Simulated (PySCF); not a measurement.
# [Mn(NCS)(CN)5]2- by CASSCF and spin-orbit coupling

[Mn(NCS)(CN)5]2- holds Mn(IV), d3, at total charge -2. The structure is a PBE0-D3(BJ)/def2-SVP, IEF-PCM water geometry optimised for multiplicity 4; coordination octahedral, point group C4v, metal–donor distances 1.88–1.99 Å.

The d shell alone is too small an active space for [Mn(NCS)(CN)5]2- (an active orbital has only 0.57 squared overlap with the free ion's shell): its levels, fitted parameters, g values and moments show what this model gives and aren't sound predictions.

```
14

Mn    0.000    0.000    0.000
N     0.000    0.000    1.884
C     0.000    0.000    3.070
S     0.000    0.000    4.668
C     0.000    0.000   -1.967
N     0.000    0.000   -3.131
C     1.989    0.000   -0.104
N     3.153    0.000   -0.137
C    -1.989    0.000   -0.104
N    -3.153    0.000   -0.137
C     0.000    1.989   -0.104
N     0.000    3.153   -0.137
C     0.000   -1.989   -0.104
N     0.000   -3.153   -0.137
```

Method (PySCF 2.14, density fitting): CASSCF(3,5) with orbitals averaged over all microstates of the shell, strongly contracted NEVPT2 on the averaged canonical orbitals; basis x2c-TZVPall on the metal, x2c-SVPall elsewhere; spin-free X2C; IEF-PCM water; spin-orbit coupling by state interaction with the mean-field operator over all roots.

## Spin-free states

```
2S+1  deg.  symmetry  cubic parent  free-ion term  CASSCF / cm⁻¹  NEVPT2 / cm⁻¹    f(ED)          occupations
   4     1       4B1     4A2g 1.00        4F 1.00              0              0        –  1.0 1.0 1.0 0.0 0.0
   2     1       2A1      2Eg 1.00        2G 0.60          19817          17736        –  1.0 1.0 1.0 0.0 0.0
   2     1       2B1      2Eg 1.00        2G 0.60          20117          17858        –  1.0 1.0 1.0 0.0 0.0
   2     2        2E     2T1g 0.99        2G 0.37          20837          17912        –  1.2 0.9 0.9 0.0 0.0
   2     1       2A2     2T1g 1.00        2G 0.37          20660          18286        –  1.0 1.0 1.0 0.0 0.0
   2     1       2B2     2T2g 1.00        2D 0.49          30974          28011        –  0.9 1.0 1.0 0.1 0.1
   2     2        2E     2T2g 0.99        2D 0.50          31458          28651        –  0.8 1.0 1.0 0.1 0.1
   4     2        4E     4T2g 1.00        4F 1.00          29546          40620  3.1e-03  1.0 0.5 0.5 0.8 0.2
   4     1       4B2     4T2g 1.00        4F 1.00          32478          45458        0  0.0 1.0 1.0 0.0 1.0
   4     2        4E     4T1g 1.00        4P 0.62          39716          49026  3.8e-04  1.0 0.5 0.5 0.2 0.8
   4     1       4A2     4T1g 1.00        4P 0.60          40280          50664        0  0.1 0.9 0.9 1.0 0.1
   2     1       2A1     2A1g 0.91        2G 0.91          45456          54353        –  1.2 0.4 0.4 0.8 0.2
   2     2        2E     2T2g 0.98        2G 0.53          45550          54651        –  1.0 0.5 0.5 0.8 0.2
   2     2        2E     2T1g 0.98        2H 0.64          48193          57190        –  1.0 0.5 0.5 0.6 0.5
   2     1       2B2     2T2g 1.00        2G 0.56          47645          58407        –  0.0 1.0 1.0 0.1 0.9
   2     1       2A1      2Eg 0.91        2D 0.47          51589          60506        –  0.6 0.7 0.7 0.3 0.7
   2     1       2A2     2T1g 1.00        2H 0.70          50156          60786        –  0.0 1.0 1.0 0.4 0.6
   2     2        2E     2T1g 1.00        2F 0.36          53094          60965        –  1.0 0.5 0.5 0.4 0.6
   2     1       2B1      2Eg 1.00        2D 0.53          52307          61533        –  0.3 0.9 0.9 0.4 0.6
   2     1       2A2     2T1g 1.00        2P 0.39          54449          63759        –  0.1 1.0 1.0 0.6 0.4
   2     2        2E     2T2g 1.00        2F 0.65          61562          66021        –  1.0 0.5 0.5 0.2 0.7
   2     1       2B2     2T2g 1.00        2F 0.62          61965          67740        –  0.1 1.0 1.0 0.9 0.1
   2     1       2B1     2A2g 1.00        2F 1.00          63657          68778        –  0.8 0.6 0.6 0.5 0.5
   2     1       2B1      2Eg 1.00        2D 0.77          78642          81086        –  0.9 0.5 0.5 0.2 0.9
   2     1       2A1      2Eg 1.00        2D 0.80          78856          81644        –  0.2 0.9 0.9 0.9 0.1
```

Only the lowest 25 spin-free levels are listed. Energies are counted from the ground state at NEVPT2 level. Weights follow the labels. f(ED) is the electric-dipole oscillator strength from the ground state at the fixed geometry, without vibronic coupling; occupations, where given, run over the ligand-field orbitals from the lowest.

## Ligand-field fit

| cm⁻¹ | CASSCF |
| --- | --- |
| 10Dq | 30470 |
| B | 870 |
| B, free ion | 1329 |
| C | 3751 |
| C, free ion | 5009 |
| rms of the fit | 1514 |

| orbital | CASSCF / cm⁻¹ | metal share | main function |
| --- | --- | --- | --- |
| 1 | 0 | 0.96 | xy 1.00 |
| 2 | 1411 | 0.93 | degenerate set |
| 3 | 1411 | 0.93 | degenerate set |
| 4 | 30686 | 0.75 | z2 1.00 |
| 5 | 32136 | 0.73 | x2-y2 1.00 |

ζ = 322 cm⁻¹, against 412 for the free ion.

## Spin-orbit levels

| E / cm⁻¹ | deg. | make-up | g (S′ = 1/2) |
| --- | --- | --- | --- |
| 0.0 | 2 | 1.00 4B1 | 1.99 3.98 3.98 |
| 0.2 | 2 | 1.00 4B1 | 0.00 0.00 5.97 |
| 17728.6 | 2 | 0.99 2A1 | 1.41 1.78 1.78 |
| 17816.9 | 2 | 0.72 2B1 + 0.28 2E | 0.28 0.90 0.90 |
| 17895.9 | 2 | 0.97 2E | 0.26 0.33 0.33 |
| 17947.5 | 2 | 0.72 2E + 0.28 2B1 | 2.40 2.86 2.86 |
| 18294.9 | 2 | 0.97 2A2 | 1.50 1.50 2.36 |
| 28008.7 | 2 | 0.98 2B2 | 1.56 1.56 1.84 |
| 28642.2 | 2 | 1.00 2E | 0.02 0.02 0.21 |
| 28702.8 | 2 | 0.98 2E | 0.44 0.44 3.65 |
| 40518.5 | 2 | 1.00 4E | – |
| 40590.4 | 2 | 1.00 4E | – |
| 40661.2 | 2 | 1.00 4E | – |
| 40731.2 | 2 | 1.00 4E | – |
| 45449.7 | 2 | 0.99 4B2 | – |
| 45459.5 | 2 | 1.00 4B2 | – |

Only the lowest levels are listed: 32 of 120 states.

## Magnetism

The ground multiplet follows a spin Hamiltonian with S = 3/2, g = 1.988, 1.988, 1.990, D = 0.12 cm⁻¹, E/|D| = 0.00 (spin-orbit part alone); the lowest levels hold 100 % of the spin-free ground state. μeff is 3.86 μB at 300 K and 3.85 μB at 10 K; the spin-only value is 3.88 μB.

| T / K | χT / cm³ K mol⁻¹ | μeff / μB | χT along axes a, b, c |
| --- | --- | --- | --- |
| 2 | 1.852 | 3.85 | 1.73 1.91 1.91 |
| 5 | 1.854 | 3.85 | 1.81 1.88 1.88 |
| 10 | 1.854 | 3.85 | 1.83 1.87 1.87 |
| 20 | 1.854 | 3.85 | 1.84 1.86 1.86 |
| 30 | 1.855 | 3.85 | 1.85 1.86 1.86 |
| 50 | 1.855 | 3.85 | 1.85 1.86 1.86 |
| 75 | 1.855 | 3.85 | 1.85 1.86 1.86 |
| 100 | 1.856 | 3.85 | 1.86 1.86 1.86 |
| 150 | 1.857 | 3.85 | 1.86 1.86 1.86 |
| 200 | 1.858 | 3.85 | 1.86 1.86 1.86 |
| 250 | 1.859 | 3.86 | 1.86 1.86 1.86 |
| 300 | 1.861 | 3.86 | 1.86 1.86 1.86 |

Axes in the frame of the coordinates: a = (0.00, 0.00, -1.00); b = (0.12, 0.99, 0.00); c = (-0.99, 0.12, 0.00).

Powder magnetisation at 2 K: 0.80 μB at 0.5 T, 1.48 μB at 1 T, 2.31 μB at 2 T, 2.67 μB at 3 T, 2.91 μB at 5 T, 2.96 μB at 7 T.

Charge-transfer states lie outside this active space and may come lower than some of these levels. NEVPT2 lifts 4B2 (from 4T2g) from 32478 to 45458 cm⁻¹; on the d shell alone it tends to overshoot states that fill the eg-type orbitals. NEVPT2 on the d shell alone tends to put d–d bands too high for such charged or covalently bound ions.

The job took 81 s on one thread of Arm Neoverse N1 (shared host), with 234 basis functions and a peak of 1.2 GiB, launched as `OMP_NUM_THREADS=1 python lf_run.py task.json out`.
